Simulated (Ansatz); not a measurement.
Reactions of CH₅AlOSi (`[CH2]1O[SiH2][AlH]1`).

Computed with Ansatz on PBE0-D4/def2-TZVP structures; ΔE is electronic, products minus reactants. CCSD(T)/CBS adds triple-zeta CCSD(T) − MP2 to the extrapolated MP2 energy (def2 sets, frozen cores). This one scheme is used for every species, atoms too. Functionals use def2-TZVPP. Open shells (•) are unrestricted, without spin–orbit coupling. Spin–orbit coupling would lower the free atoms: a little for Al, C, O, Si. Each species was taken in one conformer, which may not be the lowest.

| reaction | CCSD(T)/CBS(def2) (eV) |
| --- | --- |
| `[CH2]1O[SiH2][AlH]1` → `C1[O][AlH][SiH2]1` | -0.65 |
| `[CH2]1O[SiH2][AlH]1` → `O[SiH]1[CH2][AlH]1` | ? |
| `[CH2]1O[SiH2][AlH]1` → `[SiH3][Al]1[CH2][O]1` | 0.36 |
| `[CH2]1O[SiH2][AlH]1` + `O=C=[N][Al]([F])[Cl]` → `[F][Al]1[CH2]O[SiH2]1` + `O=C=[N][AlH][Cl]` | -0.19 |
| `[CH2]1O[SiH2][AlH]1` → Al• + C• + 5 H• + O• + Si• | 30.51 |

(1) Fill in the missing values. (An estimate is asked.)

Largest T1 diagnostic: 0.018, for Al•.

Results:

(1) The calculation gave: `[CH2]1O[SiH2][AlH]1` → `O[SiH]1[CH2][AlH]1`: -0.34 eV.
